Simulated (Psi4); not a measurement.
Psi4 input (wB97X-D/6-31G*):

```
memory 1500 MB

molecule {
-1 1
B    -0.21756151   -0.02968215   -0.05443514
H     0.43587359   -0.51872381    0.89116301
H     0.65193396    0.66713454   -0.61898733
symmetry c1
no_reorient
no_com
}

set {
  basis 6-31G*
  reference rks
  scf_type pk
  dft_radial_points 99
  dft_spherical_points 590
  e_convergence 1e-8
  d_convergence 1e-7
  maxiter 150
}

e = energy('wb97x-d')
print_out(f'\nFINAL {e:.10f} DIPOLE {variable("CURRENT DIPOLE")[0]:.6f} {variable("CURRENT DIPOLE")[1]:.6f} {variable("CURRENT DIPOLE")[2]:.6f}\n')
```

Output:

```
   => Loading Basis Set <=

    Name: 6-31G*
    Role: ORBITAL
    Keyword: BASIS
    atoms 1   entry B          line    94 file 6-31gs.gbs
    atoms 2-3 entry H          line    44 file 6-31gs.gbs

   => WB97X-D: Empirical Dispersion <=

    Chai and Head-Gordon Dispersion Correction
    Chai, J.-D.; Head-Gordon, M. (2010), J. Chem. Phys., 132: 6615-6620

        s6 =       1.000000

         ---------------------------------------------------------
                                   SCF
               by Justin Turney, Rob Parrish, Andy Simmonett
                          and Daniel G. A. Smith
                              RKS Reference
         ---------------------------------------------------------

  ==> Geometry <==

    Molecular point group: c1
    Full point group: C1

    Geometry (in Angstrom), charge = -1, multiplicity = 1:

       Center              X                  Y                   Z               Mass
    ------------   -----------------  -----------------  -----------------  -----------------
         B           -0.217561510000    -0.029682150000    -0.054435140000    11.009305360000
         H            0.435873590000    -0.518723810000     0.891163010000     1.007825032230
         H            0.651933960000     0.667134540000    -0.618987330000     1.007825032230

  Running in c1 symmetry.

  Rotational constants: A =     13.95330  B =      8.96036  C =      5.45642 [cm^-1]
  Rotational constants: A = 418309.27325  B = 268624.94836  C = 163579.42783 [MHz]
  Nuclear repulsion =    4.510277147192175

  Charge       = -1
  Multiplicity = 1
  Electrons    = 8
  Nalpha       = 4
  Nbeta        = 4

  ==> Algorithm <==

  SCF Algorithm Type is PK.
  DIIS enabled.
  MOM disabled.
  Fractional occupation disabled.
  Guess Type is SAD.
  Energy threshold   = 1.00e-08
  Density threshold  = 1.00e-07
  Integral threshold = 1.00e-12

  ==> Primary Basis <==

  Basis Set: 6-31G*
    Blend: 6-31G*
    Number of shells: 10
    Number of basis functions: 19
    Number of Cartesian functions: 19
    Spherical Harmonics?: false
    Max angular momentum: 2

  ==> DFT Potential <==

   => LibXC <=

    Version 7.1.2
    S. Lehtola, C. Steigemann, M. J. T. Oliveira, and M. A. L. Marques,  SoftwareX 7, 1–5 (2018) (10.1016/j.softx.2017.11.002)

   => Composite Functional: WB97X-D <=

    wB97X-D Hyb-GGA Exchange-Correlation Functional

    J.-D. Chai and M. Head-Gordon,  Phys. Chem. Chem. Phys. 10, 6615–6620 (2008) (10.1039/B810189B)

    Deriv               =              1
    GGA                 =           TRUE
    Meta                =          FALSE

    Exchange Hybrid     =           TRUE
    MP2 Hybrid          =          FALSE

   => Exchange-Correlation Functionals <=

    1.0000   wB97X-D range-separated functional

   => Exact (HF) Exchange <=

    0.7780            HF,LR [omega = 0.2000]
    0.2220               HF

   => LibXC Density Thresholds  <==

    XC_HYB_GGA_XC_WB97X_D:  1.00E-14

   => Molecular Quadrature <=

    Radial Scheme          =       TREUTLER
    Pruning Scheme         =           NONE
    Nuclear Scheme         =       TREUTLER

    Blocking Scheme        =         OCTREE
    BS radius alpha        =              1
    Pruning alpha          =              1
    Radial Points          =             99
    Spherical Points       =            590
    Total Points           =         167989
    Total Blocks           =           1292
    Max Points             =            256
    Max Functions          =             19
    Weights Tolerance      =       1.00E-15

  ==> Integral Setup <==

  Using in-core PK algorithm.
   Calculation information:
      Number of atoms:                   3
      Number of AO shells:              10
      Number of primitives:             23
      Number of atomic orbitals:        19
      Number of basis functions:        19

      Integral cutoff                 1.00e-12
      Number of threads:                 1

  Performing in-core PK
  Using 54435 doubles for integral storage.
  We computed 1540 shell quartets total.
  Whereas there are 1540 unique shell quartets.

  Computing range-separated integrals for PK
  We computed 1540 wK shell quartets total.
  Whereas there are 1540 wK unique shell quartets.

  ==> DiskJK: Disk-Based J/K Matrices <==

    J tasked:                  Yes
    K tasked:                  Yes
    wK tasked:                 Yes
    Omega:               2.000E-01
    Schwarz Cutoff:          1E-12


  Cached 100.0% of DFT collocation blocks in 0.092 [GiB].

  Minimum eigenvalue in the overlap matrix is 2.7524308277E-02.
  Reciprocal condition number of the overlap matrix is 5.9899255504E-03.
    Using symmetric orthogonalization.

  ==> Pre-Iterations <==

  SCF Guess: Superposition of Atomic Densities via on-the-fly atomic UHF (no occupation information).

   -------------------------
    Irrep   Nso     Nmo
   -------------------------
     A         19      19
   -------------------------
    Total      19      19
   -------------------------

  ==> Iterations <==

                        Total Energy        Delta E     RMS |[F,P]|

   @RKS iter SAD:   -25.33274829455529   -2.53327e+01   0.00000e+00
   @RKS iter   1:   -25.82509268883963   -4.92344e-01   1.34579e-02 ADIIS/DIIS
   @RKS iter   2:   -25.87559609326412   -5.05034e-02   5.52453e-03 ADIIS/DIIS
   @RKS iter   3:   -25.88259872267408   -7.00263e-03   2.83029e-04 ADIIS/DIIS
   @RKS iter   4:   -25.88263902546904   -4.03028e-05   6.97044e-05 DIIS
   @RKS iter   5:   -25.88264332383550   -4.29837e-06   1.38429e-05 DIIS
   @RKS iter   6:   -25.88264355040284   -2.26567e-07   2.60901e-06 DIIS
   @RKS iter   7:   -25.88264355745120   -7.04836e-09   2.04469e-07 DIIS
   @RKS iter   8:   -25.88264355749095   -3.97513e-11   1.76978e-08 DIIS
  Energy and wave function converged.

  ==> Post-Iterations <==

   Electrons on quadrature grid:
      Ntotal   =    7.9999999989 ; deviation = -1.116e-09

    Orbital Energies [Eh]
    ---------------------

    Doubly Occupied:

       1A     -6.549665     2A     -0.282463     3A     -0.111846
       4A      0.059315

    Virtual:

       5A      0.308526     6A      0.502904     7A      0.508500
       8A      0.768503     9A      0.795735    10A      0.832774
      11A      0.890481    12A      1.233702    13A      1.296854
      14A      1.672520    15A      1.685903    16A      1.690548
      17A      1.941477    18A      2.183411    19A      3.809853

    Final Occupation by Irrep:
              A
    DOCC [     4 ]
    NA   [     4 ]
    NB   [     4 ]

  @RKS Final Energy:   -25.88264355749095

   => Energetics <=

    Nuclear Repulsion Energy =              4.5102771471921752
    One-Electron Energy =                 -44.8432408055536200
    Two-Electron Energy =                  17.6929059348782474
    DFT Exchange-Correlation Energy =      -3.2424794914810042
    Empirical Dispersion Energy =          -0.0001063425267480
    VV10 Nonlocal Energy =                  0.0000000000000000
    Total Energy =                        -25.8826435574909475

Computation Completed

Properties will be evaluated at   0.000000,   0.000000,   0.000000 [a0]

Properties computed using the SCF density matrix

 Multipole Moments:

 ------------------------------------------------------------------------------------
     Multipole            Electronic (a.u.)      Nuclear  (a.u.)        Total (a.u.)
 ------------------------------------------------------------------------------------

 L = 1.  Multiply by 2.5417464519 to convert [e a0] to [Debye]
 Dipole X            :          0.8681018            0.0000000            0.8681018
 Dipole Y            :          0.1184361           -0.0000000            0.1184360
 Dipole Z            :          0.2172041           -0.0000000            0.2172041
 Magnitude           :                                                    0.9026657

 ------------------------------------------------------------------------------------

FINAL -25.8826435575 DIPOLE 0.868102 0.118436 0.217204

*** Psi4 exiting successfully. Buy a developer a beer!
```

The dipole moment of an ion depends on the origin.
